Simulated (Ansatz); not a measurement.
C₂H₁₀AlNSi, one more setting.

```yaml
crystal:
  periodic: [false, false, false]
  atoms:
    - {symbol: C, position_ang: [-1.740738, 0.332925, 1.307395]}
    - {symbol: Al, position_ang: [-0.056733, -0.047431, 0.321262]}
    - {symbol: Si, position_ang: [2.016236, 0.805504, 0.813061]}
    - {symbol: C, position_ang: [-0.182897, -1.551271, -1.114825]}
    - {symbol: N, position_ang: [-0.523792, -0.048583, -1.734774]}
    - {symbol: H, position_ang: [-2.797148, 0.012242, 0.840768]}
    - {symbol: H, position_ang: [-1.811424, 1.422516, 1.434729]}
    - {symbol: H, position_ang: [-1.828692, -0.077495, 2.192371]}
    - {symbol: H, position_ang: [2.758128, 0.555076, -0.264254]}
    - {symbol: H, position_ang: [2.072270, 2.314971, 1.274193]}
    - {symbol: H, position_ang: [2.789225, 0.006025, 1.855237]}
    - {symbol: H, position_ang: [-1.105018, -1.994510, -1.095537]}
    - {symbol: H, position_ang: [0.681117, -2.011919, -1.423009]}
    - {symbol: H, position_ang: [0.467148, 0.197923, -2.283729]}
    - {symbol: H, position_ang: [-1.324559, 0.116141, -2.260827]}
basis:
  gaussian: {orbitals: def2-mTZVP}
hamiltonian: {xc: {name: B2PLYP}}
accuracy: high
output: {forces: true}
```

```sh
$ ansatz run in.yaml --threads 4 --pin off --events-out ev --progress --plain --max-ram 10444MiB
```

Shortened log:

```
Functional definition: B2PLYP
2827 factors; integrals over basis functions are off by at most 1.7e-8 eV
mean field evaluation 1: about -18175.2002 eV, gradient 6.1e1 eV
mean field evaluation 2: about -18175.2859 eV, gradient 6.1e1 eV
mean field evaluation 4: about -18183.5338 eV, gradient 5.9e0 eV
mean field evaluation 8: about -18183.6163 eV, gradient 4.4e-1 eV
mean field evaluation 16: about -18183.6168 eV, gradient 1.2e-4 eV
mean field -18183.61683275 eV, -668.2355933054 hartree, gradient 1.8e-8 eV, S^2 0.000000; 0 other end points of the search recorded, 0 dependent functions left out
13 core orbitals not correlated: weight in the atoms' cores, before any rotation towards them, 1.000 or more for the frozen orbitals, at most 0.000 for the correlated occupied ones
reference -18183.61686826 eV, -668.2355946102 hartree; 15, 15 occupied and 103, 103 virtual orbitals, 2827 factors
second order -20.14434264 eV of doubles, -0.00000000 eV of singles
Total energy: -18189.05584077 eV, -668.4354731634 hartree
Atom 0 at    -1.740738     0.332925     1.307395 Å, force    -1.896846     1.635938    -5.203252 eV/Å
Atom 1 at    -0.056733    -0.047431     0.321262 Å, force    -2.787071    -1.574271    -1.367972 eV/Å
Atom 2 at     2.016236     0.805504     0.813061 Å, force    -0.285315     1.821380     4.146509 eV/Å
Atom 3 at    -0.182897    -1.551271    -1.114825 Å, force    -0.915992     4.886826     2.027319 eV/Å
Atom 4 at    -0.523792    -0.048583    -1.734774 Å, force     7.464296    -0.845769     0.975657 eV/Å
Atom 5 at    -2.797148     0.012242     0.840768 Å, force     2.369584     0.687602     0.353082 eV/Å
Atom 6 at    -1.811424     1.422516     1.434729 Å, force    -0.089739    -0.148135     0.075450 eV/Å
Atom 7 at    -1.828692    -0.077495     2.192371 Å, force     0.022687    -2.016961     4.852509 eV/Å
Atom 8 at     2.758128     0.555076    -0.264254 Å, force     2.329321    -0.256406    -3.338573 eV/Å
Atom 9 at     2.072270     2.314971     1.274193 Å, force     0.071230    -1.240865    -0.527121 eV/Å
Atom 10 at     2.789225     0.006025     1.855237 Å, force    -0.473427     0.328817    -0.157889 eV/Å
Atom 11 at    -1.105018    -1.994510    -1.095537 Å, force    -1.741512    -1.805310    -0.100756 eV/Å
Atom 12 at     0.681117    -2.011919    -1.423009 Å, force     1.439045    -1.007003    -1.598380 eV/Å
Atom 13 at     0.467148     0.197923    -2.283729 Å, force    -3.930550    -0.424223     1.281357 eV/Å
Atom 14 at    -1.324559     0.116141    -2.260827 Å, force    -1.575710    -0.041618    -1.417939 eV/Å
Dipole moment:    -0.168658    -0.055379    -0.578401 e Å
```

Hardware: 4 threads of an AMD EPYC 9R45 on a shared host. Wall time 7.5 s, peak host memory 0.71 GiB.
